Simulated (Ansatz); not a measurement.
Consider the isomerisation: `C=C[O][AlH][F]` → `C=[C](F)[AlH][OH]`.

Calculated with Ansatz (gas phase, PBE0-D4/def2-TZVP geometries, no zero-point term in ΔE). CCSD(T)/CBS adds triple-zeta CCSD(T) − MP2 to the extrapolated MP2 energy (def2 sets, frozen cores). Functionals use def2-TZVPP. Each species was taken in one conformer, which may not be the lowest.

```csv
level,ΔE (eV)
revPBE-D4,1.81
MP2/CBS(def2),2.04
```

What does CCSD(T)/CBS give? (An estimate is asked.)

The calculation gave: +1.96 eV. The listed levels differ from it by -0.15, 0.08 eV.

Largest T1 diagnostic among the species: 0.013.

From r2SCAN to r2SCAN0 (25 % exact exchange), in def2-TZVPP and without D4, ΔE moves by +0.04 eV. At CCSD(T), def2-SVP lies +0.08 eV from the extrapolated value and def2-TZVPP −0.01 eV.
